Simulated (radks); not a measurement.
Q: The fluorine anion F-, [Ne], held by a Watson sphere: a shell of charge +1 at radius R that stands for the Madelung well of a crystal (potential energy -1/R inside, -1/r outside, in hartree with lengths in bohr). All-electron calculation, scalar-relativistic Kohn-Sham, LDA (Slater exchange, Perdew-Wang correlation), spin-polarised, spherical densities, point nucleus. Program: a radial shooting solver on a logarithmic mesh with Libxc functionals. Response by self-consistent Sternheimer equations with the Hartree and adiabatic LDA kernel, the relativistic mass of each level held fixed and spin-orbit coupling left out. The sphere does not respond.

R (bohr)  e(1s) (eV)  e(2s) (eV)  e(2p) (eV)  <r> 2p (bohr)  sum of <r^2> (bohr^2)  X-ray form factor at sin(theta)/lambda = 0.1 1/angstrom  alpha (bohr^3)
1.63         -654.77     -28.615     -10.418          1.186                  14.11                                                    9.058           6.302
1.77         -654.62     -28.085      -9.970          1.200                  14.46                                                    9.038           6.848
2.42         -653.57     -26.041      -8.121          1.249                  15.79                                                    8.969           9.658
2.91         -652.70     -24.880      -7.001          1.273                  16.53                                                    8.935           11.94

Estimate the row for R = 3.96 bohr.

A: e(1s) (eV) -651.14; e(2s) (eV) -23.102; e(2p) (eV) -5.235; <r> 2p (bohr) 1.302; sum of <r^2> (bohr^2) 17.60; X-ray form factor at sin(theta)/lambda = 0.1 1/angstrom 8.893; alpha (bohr^3) 16.77.
